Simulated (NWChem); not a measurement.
System: BHF₂; SMILES FBF

```xyz
4

B      0.0000     0.0000    -0.4577
H      0.0000     0.0000    -1.6471
F     -1.1335     0.0000     0.2189
F      1.1335     0.0000     0.2189
```
Atoms are numbered in this order, from 1.

Results from NWChem. Geometry optimised at B3LYP/6-31G*; all other runs use it. Pople sets run with spherical d functions. Vzz has the sign of the potential's second derivative.

| quantity | level | value |
|---|---|---|
| vertical, lowest excitation, singlet (eV) | Hartree-Fock/aug-cc-pVDZ, CIS | ? |
| charge (e), Mulliken F3 | Hartree-Fock/6-31G* | ? |
| −ε(HOMO) (eV) | r2SCAN/def2-SVP | 9.40 |
| dipole (D) | B3LYP/def2-TZVP | ? |
| Vzz B1 (a.u.) | CAM-B3LYP/cc-pVTZ | 0.403 |
| highest harmonic frequency (cm⁻¹) | B3LYP/6-31G* | 2737 |

Q: Some entries are withheld; supply them.

A: 
- vertical, lowest excitation, singlet (eV), value: 9.99
- charge (e), Mulliken F3, value: -0.37
- dipole (D), value: 0.91
